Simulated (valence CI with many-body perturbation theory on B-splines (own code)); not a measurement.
**Valence orbitals of Kr¹²⁺**

Level of theory: configuration interaction combined with many-body perturbation theory (CI+MBPT): six valence electrons over a frozen Dirac-Fock core [Ar], a basis of 7 s, 7 p, 8 d, 6 f, 4 g, 1 h functions for each j, with the one-electron correlation potential Σ1, the two-electron term Σ2, the three-electron term Σ3, Breit, model QED; selected CI, second order for the rest, scaled by the run's own slope (own B-spline code, finite nucleus).

No measured spectrum was set against this ion. As an estimate, terms of the open shell hold to 2 to 4 % of their energy, and close levels can change places. Core correlation moves these levels by up to 5800 cm⁻¹, and in measured spectra 5 to 20 % of such shifts remained as error; rates that hang on mixing are uncertain with them. Among the levels kept, up to 690 cm⁻¹ of a level comes from second order outside the variational space, and about a tenth of that is noise between levels of different J, which matters for small intervals. Only levels of the ground parity were solved; by the run's estimate the other parity begins above the list, which can be wrong where configurations are misplaced.

These are the spectroscopic orbitals of the CI (the correlating ones are not listed), shaped by the core and the other valence electrons. h is the expectation value of the core's Dirac-Fock operator, without the valence repulsion; Σ1 is computed up to l = 3 at one energy for each symmetry, that of its lowest orbital but kept below the first core excitation, so for empty shells it is not the orbital's own correlation shift; Breit and QED include the response of the core.

| Orbital | h (hartree) | Σ1 (cm⁻¹) | Breit (cm⁻¹) | QED (cm⁻¹) | ⟨r⟩ (bohr) |
| --- | --- | --- | --- | --- | --- |
| 4s1/2 | -13.811 | -5598 | 438 | 315 | 1.129 |
| 5s1/2 | -8.0835 | -1925 | 200 | 144 | 1.957 |
| 6s1/2 | -5.3145 | -919 | 106 | 76.7 | 3.021 |
| 4p1/2 | -12.851 | -5729 | 636 | -29.0 | 1.171 |
| 5p1/2 | -7.629 | -2086 | 303 | -13.5 | 2.037 |
| 6p1/2 | -5.0654 | -1024 | 165 | -7.3 | 3.139 |
| 4p3/2 | -12.728 | -5573 | 396 | -1.7 | 1.184 |
| 5p3/2 | -7.5734 | -2052 | 189 | -0.7 | 2.053 |
| 6p3/2 | -5.0354 | -1012 | 106 | -0.3 | 3.158 |
| 3d3/2 | -23.216 | -19722 | 890 | -172 | 0.4855 |
| 4d3/2 | -11.236 | -5257 | 237 | -31.8 | 1.253 |
| 5d3/2 | -6.8843 | -2205 | 115 | -14.5 | 2.201 |
| 3d5/2 | -23.14 | -19429 | 169 | -131 | 0.4880 |
| 4d5/2 | -11.214 | -5223 | 80.5 | -22.5 | 1.256 |
| 5d5/2 | -6.8739 | -2191 | 40.5 | -10.2 | 2.205 |
| 4f5/2 | -9.801 | -5910 | -10.7 | -7.8 | 1.287 |
| 5f5/2 | -6.2574 | -3070 | -6.6 | -4.9 | 2.294 |
| 4f7/2 | -9.798 | -5773 | -35.5 | -6.0 | 1.287 |
| 5f7/2 | -6.2553 | -2986 | -21.9 | -3.9 | 2.295 |
| 5g7/2 | -5.9981 |  | -0.4 | -0.4 | 2.106 |
| 5g9/2 | -5.9974 |  | -1.1 | 0.0 | 2.106 |

Among the shells of the start configuration 3d6, Σ1 is largest in size for 3d3/2, where it is 0.39 % of h.

Lowest root of each symmetry, sizes in configuration state functions:

```tsv
J	Parity	Roots	Reference	Variational	Second order	Change by selected CI (cm⁻¹)	Change by second order (cm⁻¹)
0	even	5	26	15157	1240194	-22848	-65
1	even	4	60	34203	3271442	-22593	-73
2	even	8	86	32942	5106420	-22358	-300
3	even	6	88	32328	6004203	-22073	-492
4	even	7	77	32491	5921048	-22090	-486
5	even	2	52	32375	4508404	-23977	-357
6	even	2	31	32359	3403911	-23985	-149
```
